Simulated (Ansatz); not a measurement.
`[SiH3][Ge]([SiH3])([Cl])[Cl]` + H₂O → `[OH][Ge]([SiH3])([Cl])[Cl]` + SiH₄ at 700 K and 1 bar (formal hydrolysis of a Ge–Si bond).

Program: Ansatz. Geometries: PBE0-D4/def2-TZVP. ΔE: electronic, gas phase. CCSD(T)/CBS is the MP2 limit (def2-TZVPP, def2-QZVPP) plus CCSD(T) − MP2 in def2-TZVPP, frozen cores. This one scheme is used for every species. For Ge outer-core shells are correlated without core-valence functions, which leaves a few kJ/mol of doubt a bond. Scalar relativity is left out up to krypton. Each species was taken in one conformer, which may not be the lowest.

| species | CCSD(T)/CBS energy (Eh) | H − E (kJ/mol) | S (J/(mol·K)) |
| --- | --- | --- | --- |
| `[SiH3][Ge]([SiH3])([Cl])[Cl]` | -3577.52379 | 240.6 | 579.4 |
| H₂O | -76.37941 | 80.5 | 218.4 |
| `[OH][Ge]([SiH3])([Cl])[Cl]` | -3362.44616 | 196.6 | 529.9 |
| SiH₄ | -291.46306 | 115.5 | 252.9 |

H − E and S are ideal-gas, rigid-rotor, harmonic terms from PBE0-D4/def2-TZVP, for one conformer and one mirror image of each species. 1 Eh = 2625.50 kJ/mol, R = 8.31446 J/(mol·K).

Question: By hand: ΔE, ΔH, ΔS and ΔG.

Answer: ΔE = (-3362.44616) + (-291.46306) − (-3577.52379) − (-76.37941) = -0.00602 Eh = -15.8 kJ/mol. Δ(H − E) = 196.6 + 115.5 − 240.6 − 80.5 = -9.0, so ΔH = -24.8 kJ/mol. ΔS = 529.9 + 252.9 − 579.4 − 218.4 = -15.0 J/(mol·K). ΔG = -24.8 − 700 × (-15.0)/1000 = -14.3 kJ/mol.

Question: By hand: the equilibrium constant, and the temperature at which ΔG would vanish if ΔH and ΔS stayed fixed.

Answer: log₁₀ K = −ΔG/(RT ln 10) = 1.1. ΔG = 0 at ΔH/ΔS = 1653 K, though so small a ΔS makes that figure unsure.

TΔS isn't small against ΔH here. A doubt of 5 kJ/mol in ΔE shifts log₁₀ K by 0.4 here. Other conformers and mirror images would add mixing entropy, several J/(mol·K) or more a flexible species. These are equilibria of isolated gas molecules and say nothing of rates. Largest T1 diagnostic: 0.011 (customary marks: 0.02 for closed shells, 0.045 for open ones).
